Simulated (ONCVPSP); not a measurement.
## What one change does to a pseudopotential (hydrogen, ONCV)

hydrogen (H), optimised norm-conserving Vanderbilt (ONCV), made with ONCVPSP 4.0.1 (LDA (Perdew-Wang 92), scalar-relativistic). Core none, reference 1s1. Waves: 1s: rc 1.25 bohr, ncon 3, nbas 6, qcut 4.3 1/bohr, 2 projectors, debl 3.3 Ha; p scattering state at 0.38 Ha: rc 1.05 bohr, ncon 4, nbas 7, qcut 7.4 1/bohr, 1 projector. Local part: polynomial inside 0.70 bohr (lpopt 5, dvloc0 0 Ha). Core correction: none.

Change: s: rc 1.4.

Cutoffs: the cutoffs (Ha) at which the residual kinetic energy of the hardest occupied pseudo-wave falls to 1 and 0.1 mHa per electron; they do not see the model core or the augmentation charge, which bear on the density cutoff. Errors are all-electron minus pseudo energies relative to the spin-unpolarised reference configuration.

Question: Predict the effect on cutoff, ghosts and configuration errors.

Answer: The potential gets softer (11 Ha and 53 Ha → 9.3 Ha and 40 Ha); neither file shows a bound ghost. A larger radius leaves more room for a smooth pseudo-wave, so fewer plane waves are needed.

```tsv
quantity	base	changed
cutoff, loose	11 Ha	9.3 Ha
cutoff, tight	53 Ha	40 Ha
bound ghosts	none	none
GHOST(+) flags under 300 eV	none	none
error for 1s0.5, meV [ΔE 4.64 eV]	+4.5	+6.8
p: phases at 1.06 bohr within 0.05 rad from the reference energy up to (Ha; the scan ends near 5)	to the end of the scan	to the end of the scan
```
